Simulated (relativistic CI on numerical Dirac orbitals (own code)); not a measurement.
# Lu³⁺: sensitivity of the levels to the model

Base calculation: Dirac-Coulomb-Breit CI, separate exchange-only KLI orbitals for each configuration, model QED (radiative potential, 1s self-energy scaled to tabulated hydrogen-like ionisation energies), valence Slater integrals scaled by 0.85, P86 correlation energy added to each configuration.

Configurations in the expansion (outside the closed core [Kr] 4d10 5s2): 4f14.5p6, 4f13.5p6.5d, 4f13.5p6.6s, 4f13.5p6.6p, 4f14.5p5.5d, 4f13.5p6.5f, 4f13.5p6.6d, 4f13.5p6.7s, 4f14.5p5.5f, 4f13.5p6.7p, 4f14.5p5.5g, 4f13.5p6.5g. Double excitations out of closed p, d and f shells are left out; levels of such configurations are missing from the list, as are those of other unlisted configurations, and high levels can miss mixing partners.

Variants: (1) valence Slater integrals scaled by 0.75; (2) no correlation estimate; (3) Breit term removed; (4) non-relativistic limit. Shifts of the energy above 4f14.5p6 1S_0, in cm⁻¹, for the lowest level and the first level of each name with at least 55 % of one term (blank where a level changes its place among those of its configuration and J or its character, or is not in the variant):

| Level | Base | Δ(1) | Δ(2) | Δ(3) | Δ(4) | Measured |
| --- | --- | --- | --- | --- | --- | --- |
| 4f14.5p6 1S_0 | 0.0 | 0.0 | 0.0 | 0.0 | 0.0 | 0.0 |
| 4f13.5p6.5d 3P°_2 | 71980.6 | +954.8 | -4193.2 | -1056.3 | +47895.9 | 90432.9 |
| 4f13.5p6.5d 3H°_5 | 76368.7 | +358.2 | -4192.3 | -1032.6 | +48327.1 | 94768.1 |
| 4f13.5p6.5d 3H°_6 | 78987.7 | +406.3 | -4192.4 | -908.6 | +45708.1 | 98239.3 |
| 4f13.5p6.5d 3D°_3 | 79003.7 | +71.0 | -4192.0 | -1055.9 | +48433.2 | 97333.6 |
| 4f13.5p6.5d 3P°_1 | 79610.7 | +739.7 | -4192.5 | -751.0 | +40265.9 |  |
| 4f13.5p6.5d 3G°_5 | 84871.6 | -269.4 | -4193.0 | -908.4 |  | 103798.7 |
| 4f13.5p6.5d 3P°_0 | 86045.5 | +892.6 | -4193.4 | -330.8 | +33831.0 | 105148.7 |
| 4f13.5p6.5d 3H°_4 | 87980.4 | +197.1 | -4192.7 | -459.9 |  |  |
| 4f13.5p6.5d 3D°_1 | 91483.9 | +141.4 | -4192.4 | -361.4 | +35953.1 |  |
| 4f13.5p6.5d 3G°_3 | 93716.8 | -408.9 | -4201.0 | -428.4 | +37583.6 | 111812.3 |
| 4f13.5p6.5d 1P°_1 | 97085.0 | -812.7 | -4187.5 | -542.3 | +38580.8 |  |
| 4f13.5p6.6s 3F°_4 | 102380.8 | +69.6 | -7965.8 | -1127.7 | +69535.2 | 116798.2 |
| 4f13.5p6.6s 3F°_2 | 114043.4 | -2.1 | -7965.9 | -498.8 | +57872.5 | 128573.3 |

Correlation outside the listed configurations is missing or only estimated: errors of thousands of cm⁻¹ between configurations and terms are usual at this charge. Rates and lifetimes follow the computed energies and can be off by large factors. The fine structure of a lone outer electron comes out too small, for d and f at times inverted, and misplaced configurations move strength between like terms. 36 of the 47 excited levels that our extract of the measured tables holds in this range could be paired (the sources list more); they are missed by 17744 cm⁻¹ on average and 19915 at most, and levels without a partner can miss by more.

Measured levels: Martin, Zalubas and Hagan, Atomic Energy Levels: The Rare-Earth Elements, NSRDS-NBS 60 (1978).

Ionisation energy from the two ground configurations alone: base 42.73 eV; no correlation estimate 41.16 eV; Breit term removed 42.58 eV. The NIST ASD value (semi-empirical) is 45.249 eV. The gap of more than 2 % comes from missing correlation, or from a tabulated value that is itself an estimate.

LS names give the leading component of a level, which can be under half, so a name can repeat, a term be missing and a line seem to break the LS rules.
